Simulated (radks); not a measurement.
The numbers below are computed, except where a source is named.
Excited configurations of Co: one electron is placed in a higher orbital outside [Ar] 3d8. The ground configuration is [Ar] 3d7 4s2. Code: a radial shooting solver on a logarithmic mesh with Libxc functionals. Model: Dirac Kohn-Sham, BLYP, spin-unpolarised, spherical densities, point nucleus; open shells fill j = l - 1/2 first. Excitation = E - E(ground); binding = E(ion) - E, where the ion is the core of charge +1; n* = 1/sqrt(2 binding) in atomic units, and the quantum defect is n - n*.

| outer orbital | excitation (eV) | binding (eV) | n* | quantum defect | eigenvalue (eV) | <r> (bohr) |
|---|---|---|---|---|---|---|
| 4s1/2 | -1.058 | 7.778 | 1.323 | 2.677 | -4.387 | 3.101 |
| 4p1/2 | 2.694 | 4.026 | 1.838 | 2.162 | -1.684 | 4.545 |
| 5p1/2 | 4.937 | 1.783 | 2.763 | 2.237 | -0.936 | 10.86 |
| 6d3/2 | 6.018 | 0.702 | 4.402 | 1.598 | -0.389 | 28.58 |
| 7d3/2 | 6.188 | 0.531 | 5.061 | 1.939 | -0.316 | 40.52 |

Estimate the row for 5s1/2.

Answer. excitation (eV) 4.280; binding (eV) 2.439; n* 2.362; quantum defect 2.638; eigenvalue (eV) -1.363; <r> (bohr) 8.495. The Delta-SCF ionisation energy is 6.720 eV (NIST Atomic Spectra Database: 7.881 eV, measured). Self-interaction in the functional shifts the binding energies and quantum defects, so they are the method's values and not measured ones. Spin polarisation and multiplet splitting are left out, so open shells lie too high by an amount that depends on their filling. A negative excitation energy means that this level of theory puts the configuration below the NIST ground configuration.

Beside tabulated values, note that spin-unpolarised runs miss the spin-polarisation part of the exchange energy of open shells.
